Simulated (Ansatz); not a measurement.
Tetraphenylgermane (C₂₄H₂₀Ge). The state is a triplet with charge 0. Geometry PBE-D4/def2-SVP, that of the neutral singlet.

Cartesian coordinates in Å:
```
C -4.517 -1.556 -0.347
C -3.493 -2.204 -1.056
C -2.167 -1.758 -0.939
C -1.846 -0.658 -0.115
Ge 0.000 0.000 0.000
C 0.374 1.190 -1.515
C 1.415 2.141 -1.441
C 1.712 2.966 -2.539
C 0.969 2.851 -3.725
C -0.072 1.913 -3.809
C -0.367 1.090 -2.711
C 1.226 -1.532 -0.042
C 0.893 -2.736 0.617
C 1.787 -3.819 0.625
C 3.025 -3.713 -0.029
C 3.366 -2.523 -0.691
C 2.471 -1.441 -0.698
C 0.245 0.999 1.671
C -0.143 2.353 1.762
C -0.007 3.059 2.969
C 0.524 2.418 4.101
C 0.917 1.073 4.022
C 0.780 0.370 2.814
C -2.884 -0.019 0.595
C -4.210 -0.463 0.480
H -5.557 -1.906 -0.436
H -3.729 -3.065 -1.701
H -1.369 -2.282 -1.491
H 1.997 2.247 -0.511
H 2.526 3.704 -2.467
H 1.200 3.499 -4.585
H -0.660 1.824 -4.736
H -1.192 0.363 -2.784
H -0.081 -2.834 1.123
H 1.514 -4.753 1.141
H 3.726 -4.563 -0.025
H 4.334 -2.438 -1.209
H 2.744 -0.514 -1.228
H -0.549 2.869 0.877
H -0.311 4.115 3.025
H 0.633 2.971 5.047
H 1.338 0.569 4.906
H 1.101 -0.683 2.760
H -2.652 0.834 1.254
H -5.010 0.044 1.042
```

Single mean-field runs in def2-TZVP are fitted with def2-universal-jkfit. At PBE0-D4/def2-TZVP a singlet of charge 0 lies 4.10 eV below the triplet at the same geometry.

Task: Estimate the α-spin orbital energies around the gap (eV) in Ansatz with PBE-D4/def2-TZVP, PBE0-D4/def2-TZVP.

Result: 
```
orbital  PBE-D4/def2-TZVP  PBE0-D4/def2-TZVP
 HOMO−5             -6.32              -7.29
 HOMO−4             -6.28              -7.24
 HOMO−3             -6.23              -7.20
 HOMO−2             -6.19              -7.13
 HOMO−1             -6.12              -7.09
   HOMO             -2.13              -3.11
   LUMO             -1.61              -0.72
 LUMO+1             -1.44              -0.56
 LUMO+2             -1.43              -0.46
 LUMO+3             -1.33              -0.41
 LUMO+4             -1.30              -0.38
 LUMO+5             -1.19              -0.23
 β HOMO             -6.08              -7.06
 β LUMO             -5.63              -4.56
```
